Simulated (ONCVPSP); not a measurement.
Scattering properties, ONCV potential for Cl

- Element: chlorine (Cl)
- Generator: ONCVPSP 4.0.1
- Type: optimised norm-conserving Vanderbilt (ONCV)
- Functional: PBE
- Relativity: non-relativistic
- Frozen core: [He]
- Valence charge: 15
- Reference configuration: 2s2 2p6 3s1.5 3p5.5
- Partial waves: 2s+3s: rc 0.80 bohr, ncon 3, nbas 8, qcut 16.7 1/bohr, 3 projectors, debl 0.3 Ha; 2p+3p: rc 0.65 bohr, ncon 3, nbas 7, qcut 20.5 1/bohr, 2 projectors
- Local potential: polynomial inside 0.60 bohr (lpopt 1, dvloc0 1 Ha)
- Core correction: Teter function fitted to the true core (icmod 2), fcfact 0.5

In the s channel the program set the typed energies aside and used -9.248, -0.766, 0.250 Ha.

The phase is arctan(r·R′/R) of the radial function R(r), unwrapped; energies in Ha, scanned from -11 to 5 Ha. A pole is an energy at which the radial function vanishes at the test radius. The pseudo phase is shifted by a multiple of π to meet the all-electron one at the reference energy, and phase errors are pseudo minus all-electron; the curves can meet again beyond the range given. Levels narrower than the energy grid can be missing from the lists of poles.

```tsv
channel	radius (bohr)	reference energy (Ha)	poles, all-electron	poles, pseudo	unbroken range about the reference energy with phases within 0.05 rad	phase error 1 Ha above the reference energy (rad)
s	0.81	-0.77	-7.96	-7.96	the whole range	+0.000
p	0.66	-0.33	-4.37	-4.37	the whole range	+0.000
```

Phases in the s channel:

| E (Ha) | all-electron | pseudo |
| --- | --- | --- |
| -10.96 | -0.054 | -0.054 |
| -10.52 | -0.511 | -0.511 |
| -10.08 | -0.895 | -0.895 |
| -9.64 | -1.154 | -1.154 |
| -9.20 | -1.322 | -1.322 |
| -8.76 | -1.436 | -1.436 |
| -8.32 | -1.518 | -1.518 |
| -7.88 | -1.581 | -1.581 |
| -7.44 | -1.631 | -1.631 |
| -7.00 | -1.673 | -1.673 |
| -6.56 | -1.710 | -1.710 |
| -6.12 | -1.743 | -1.743 |
| -5.68 | -1.774 | -1.774 |
| -5.24 | -1.803 | -1.803 |
| -4.80 | -1.831 | -1.831 |
| -4.36 | -1.859 | -1.859 |
| -3.92 | -1.888 | -1.888 |
| -3.48 | -1.918 | -1.918 |
| -3.04 | -1.949 | -1.949 |
| -2.60 | -1.983 | -1.983 |
| -2.16 | -2.019 | -2.019 |
| -1.72 | -2.059 | -2.059 |
| -1.28 | -2.104 | -2.104 |
| -0.84 | -2.155 | -2.155 |
| -0.40 | -2.212 | -2.212 |
| 0.04 | -2.279 | -2.279 |
| 0.48 | -2.356 | -2.356 |
| 0.92 | -2.447 | -2.447 |
| 1.36 | -2.553 | -2.553 |
| 1.80 | -2.677 | -2.677 |
| 2.24 | -2.818 | -2.818 |
| 2.68 | -2.977 | -2.977 |
| 3.12 | -3.146 | -3.146 |
| 3.56 | -3.317 | -3.317 |
| 4.00 | -3.482 | -3.481 |
| 4.44 | -3.632 | -3.632 |
| 4.88 | -3.765 | -3.765 |
